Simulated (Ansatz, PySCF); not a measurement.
Noncovalent pair: CH4 (SMILES C) (first 5 atoms) with C3H6 (SMILES C=CC); geometry from B3LYP-D3(BJ)/def2-TZVP, rigid monomers moved along the line of their centres of mass till H5···C7 is 4.26 Å.
(charge 0, multiplicity 1):
```xyz
14

C     -0.153     0.008     0.502
H     -1.190    -0.281     0.671
H      0.231    -0.519    -0.371
H     -0.102     1.082     0.326
H      0.442    -0.248     1.377
C      0.992    -1.008     5.539
C      0.606     0.260     5.605
C     -0.769     0.758     5.295
H      0.306    -1.795     5.245
H      2.006    -1.306     5.775
H      1.330     1.013     5.903
H     -0.747     1.484     4.477
H     -1.434    -0.057     5.007
H     -1.205     1.269     6.158
```

Counterpoise-corrected where a basis set is named; no monomer relaxation.

Cores are frozen in the correlated methods.

Codes used: Ansatz (a first-principles code) with Gaussian orbitals; PySCF for the dispersion terms. 

PBE/def2-TZVPPD gives -7.6 meV for the interaction energy.

Task: How do the other levels lie against it? Give each less PBE: PBE-D3(BJ)/def2-TZVPPD, r2SCAN/def2-TZVPPD, PBE0/def2-TZVPPD, wB97M-V/def2-TZVPPD, MP2/aug-cc-pVDZ, CCSD(T)/aug-cc-pVDZ.

Result: PBE-D3(BJ)/def2-TZVPPD -12.2; r2SCAN/def2-TZVPPD 1.5; PBE0/def2-TZVPPD 1.6; wB97M-V/def2-TZVPPD -7.3; MP2/aug-cc-pVDZ -6.9; CCSD(T)/aug-cc-pVDZ -6.5 meV. 2 of 6 lie above PBE; the widest gap is to PBE-D3(BJ)/def2-TZVPPD.
